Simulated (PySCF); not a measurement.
C₂H₆ClInO. Atoms are numbered in the order given.

```xyz
11

In     0.0701     0.1878     0.0744
Cl    -0.3956    -1.0521     2.0329
C      0.8236     2.2138     0.0828
H      1.0387     2.5379    -0.9437
H      1.7372     2.2398     0.6920
H      0.0611     2.8626     0.5351
O     -0.3437    -0.9584    -1.5176
C     -0.2053    -0.5443    -2.8501
H      0.4510    -1.2416    -3.4063
H     -1.1861    -0.5383    -3.3649
H      0.2282     0.4711    -2.9743
```

Geometry: B3LYP-D3(BJ)/def2-SVP. The structure was generated by enumeration; whether it is a known compound was not checked. The def2 effective core potentials stand for the cores of In; spin–orbit coupling is left out. One conformer was computed; it need not be the lowest.

The numbers are results of B3LYP-D3(BJ)/def2-SVP run with PySCF 2.14.0, not measurements.

Frequencies are harmonic and unscaled.

```tsv
mode	ν (cm⁻¹)	IR (km/mol)	Raman (Å⁴/amu)	depolarisation	moving atoms (share of kinetic energy)
1	32	1.8	0.1	0.74	H 87 %, O 9 %
2	41	1.2	0.1	0.74	H 84 %, O 14 %
3	76	0.2	0.1	0.74	H 39 %, C 24 %, Cl 14 %, In 13 %, O 11 %
4	80	3.0	3.7	0.73	C 53 %, H 24 %, In 11 %, Cl 9 %
5	95	4.7	3.1	0.74	Cl 36 %, C 30 %, In 17 %, H 14 %
6	115	11.5	0.4	0.75	O 29 %, In 24 %, H 22 %, C 19 %
7	224	11.8	2.6	0.16	O 37 %, C 33 %, H 19 %
8	356	47.0	15.0	0.17	Cl 76 %, In 20 %
9	488	8.5	39.4	0.14	C 63 %, H 15 %, O 13 %
10	535	62.2	11.0	0.51	O 54 %, C 19 %, In 19 %, H 8 %
11	723	24.2	0.4	0.75	H 85 %, C 14 %
12	743	58.1	1.7	0.68	H 85 %, C 15 %
13	1113	226.6	10.3	0.31	O 45 %, C 42 %, H 12 %
14	1170	0.0	0.7	0.75	H 77 %, C 19 %
15	1179	4.6	18.1	0.20	H 82 %, C 17 %
16	1193	17.1	2.3	0.11	H 66 %, C 21 %, O 13 %
17	1430	2.1	7.7	0.75	H 95 %
18	1431	2.4	6.9	0.75	H 95 %
19	1463	0.0	23.8	0.75	H 96 %
20	1475	28.7	18.7	0.60	H 91 %
21	1480	29.9	25.2	0.74	H 93 %
22	2940	116.6	140.7	0.02	H 97 %
23	3007	81.1	168.3	0.31	H 91 %, C 9 %
24	3030	51.5	184.1	0.74	H 90 %, C 10 %
25	3055	3.5	140.4	0.00	H 98 %
26	3169	0.3	96.8	0.75	H 90 %, C 10 %
27	3177	0.7	90.7	0.75	H 90 %, C 10 %
```
